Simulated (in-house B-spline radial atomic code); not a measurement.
**Binding energies in Sb III (Sb2+)**

NIST's tabulated ground configuration is [Kr] 4d10 5s2 5p1; each binding energy is the energy of the ion with one electron taken from that subshell, relaxed, less that of the parent. Computed with a radial B-spline atomic code at the basis-set limit: Dirac-Hartree-Fock, average of configuration, Fermi nucleus of rms radius 4.6802 fm. Energies include first-order Breit, QED and recoil terms.

| subshell | X-ray name | binding energy (eV) | -ε (eV) | relaxation (eV) |
| --- | --- | --- | --- | --- |
| 1s | K | 30519.2 | 30687.0 | 65.4 |
| 2s | L1 | 4734.1 | 4779.4 | 34.7 |
| 3s | M1 | 976.5 | 992.7 | 14.5 |
| 3d3/2 | M4 | 566 | 582.4 | 16.0 |
| 3d5/2 | M5 | 556.7 | 572.6 | 15.8 |
| 4s | N1 | 190.4 | 195.0 | 4.2 |
| 4d3/2 | N4 | 60.32 | 63.33 | 3.01 |
| 4d5/2 | N5 | 59.09 | 61.98 | 2.93 |
| 5s | O1 | 32.47 | 32.86 | 0.35 |
| 5p | O2,3 | 24.04 | 24.23 | 0.18 |

Relaxation = -ε minus the binding energy without Breit, QED and recoil terms.

Task: What does it cost to remove both a 3d3/2 and a 5s electron?

Result: 611.59 eV, which is 13.08 eV more than the two single binding energies together.

Task: What does it cost to remove both a 3d5/2 and a 3d3/2 electron?

Result: 1171.7 eV, which is 49.03 eV more than the two single binding energies together.
